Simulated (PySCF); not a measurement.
**Orbital picture of CaSi⁺**

PBE at R = 3.306 Å; basis Ca 3-21G, Si 3-21G; no relativity; PySCF 2.14. State: ²Π (doublet), unpaired electrons π ↑. Only the outer orbitals are listed, counted within each symmetry.

| spin | orbital | occ. | ε (eV) | on Ca (%) | main shells (%) |
| --- | --- | --- | --- | --- | --- |
| α | 7σ | 1 | -53.30 | 100 | 100 Ca s |
| α | 3π | 1 | -34.53 | 100 | 100 Ca p |
| α | 3π | 1 | -34.51 | 100 | 100 Ca p |
| α | 8σ | 1 | -34.48 | 100 | 100 Ca p |
| α | 9σ | 1 | -15.36 | 0 | 99 Si s |
| α | 10σ | 1 | -9.36 | 43 | 55 Si p, 40 Ca s |
| α | 4π | 1 | -8.65 | 3 | 96 Si p |
| α | 4π | 0 | -8.50 | 4 | 96 Si p |
| α | 11σ | 0 | -7.61 | 71 | 57 Ca s, 30 Si p, 14 Ca p |
| α | 5π | 0 | -5.40 | 96 | 96 Ca p |
| β | 7σ | 1 | -53.32 | 100 | 100 Ca s |
| β | 3π | 1 | -34.56 | 100 | 100 Ca p |
| β | 3π | 1 | -34.54 | 100 | 100 Ca p |
| β | 8σ | 1 | -34.51 | 100 | 100 Ca p |
| β | 9σ | 1 | -14.45 | 1 | 97 Si s |
| β | 10σ | 1 | -9.07 | 65 | 64 Ca s, 32 Si p |
| β | 4π | 0 | -8.01 | 7 | 93 Si p |
| β | 11σ | 0 | -7.49 | 54 | 46 Si p, 31 Ca s, 23 Ca p |
| β | 4π | 0 | -7.15 | 14 | 86 Si p, 14 Ca p |

Q: Which are the highest filled and the lowest empty level, where do they sit, and how wide is the gap?

A: Highest filled α 4π at -8.65 eV (in %: 96 Si p); lowest empty α 4π at -8.50 eV (in %: 96 Si p); the gap at PBE is 0.15 eV. Both belong to one degenerate shell, split only by its one-sided filling, so this is no excitation gap.

```json
{
 "bond order (Mayer)": "0.98",
 "⟨S²⟩": "0.809",
 "charge on Ca (Mulliken, basis-dependent)": "0.88",
 "charge on Ca (Löwdin, basis-dependent)": "0.77",
 "dipole moment (positive dipole points towards Si; it is taken about the centre of mass and depends on that origin)": "-5.94 D",
 "polarisability along the bond": "199.1 bohr³",
 "polarisability across the bond": "81.6 bohr³"
}
```

3-21G is very small, so such numbers show the basis as much as the molecule. The state is the lowest determinant that a PBE0 search found; another state may lie lower at other levels.
